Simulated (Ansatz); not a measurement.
Total energies of [CuH2]- (CuH2⁻) from Ansatz at PBE0-D4/def2-TZVPD, gas phase (1 Eh = 27.2114 eV = 2625.5 kJ/mol). The reference geometry is relaxed at r2SCAN-D4/def2-TZVPD.

```csv
state,geometry,energy (Eh)
charge -1 singlet,reference,-1641.48015
charge 0 doublet,reference,-1641.38072
charge 0 doublet,relaxed at r2SCAN-D4/def2-TZVPD,-1641.38091
```

Problem. Work out the vertical ionisation energy to the doublet.

Solution. E(charge 0 doublet) − E(charge -1 singlet) = -1641.38072 − (-1641.48015) = 0.09943 Eh = 2.71 eV. For comparison, −ε of the highest occupied level is 0.62 eV at this level, 2.09 eV less.

Problem. How much does the charge 0 doublet relax, and what is the adiabatic ionisation energy?

Solution. Relaxation: -1641.38072 − (-1641.38091) = 0.00019 Eh = 0.01 eV. Adiabatic ionisation energy: 0.09924 Eh = 2.70 eV, without zero-point energy.
